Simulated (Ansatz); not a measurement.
The cluster Hf₃N₃, relaxed as a doublet with UKS PBE0-D4/def2-SVP in Ansatz, starting from the GFN1-xTB geometry. Force threshold 0.02 eV/Å.

In the def2 sets Hf takes a core potential; there is no spin–orbit coupling. The structure comes from a short search, and lower isomers may exist.

Start:

```xyz
6

Hf    0.511   -1.543   -1.481
Hf    0.495    1.306   -1.696
Hf   -0.541    0.052    0.752
N    -0.995    0.179    2.707
N     0.326   -0.220   -2.918
N     0.204    0.225    2.636
```

Problem. Estimate the energy that the relaxation releases and the steps that it takes.

Solution. 85.2 kcal/mol, in 28 steps; 3.5 min on 4 threads of Arm Neoverse V1 on a shared host. No frequencies were taken in this run, so the end may be a saddle point.

Problem. Does the start keep its bonding and symmetry?

Solution. Bonds formed: Hf1–N4, Hf1–N6, Hf2–N6 (atoms count from 1).

Problem. Predict the relaxed structure.

Solution. 
Cartesian coordinates in Å:
```
Hf 0.400 -1.322 -0.393
Hf 0.359 1.489 -0.838
Hf -1.747 0.106 0.638
N -0.137 -0.620 1.605
N 0.717 -0.073 -1.868
N 0.408 0.421 0.855
```
Bond lengths (bridged metal pairs left out): 7 × Hf–N 1.91 to 2.19 Å; 1 × N–N 1.39 Å.
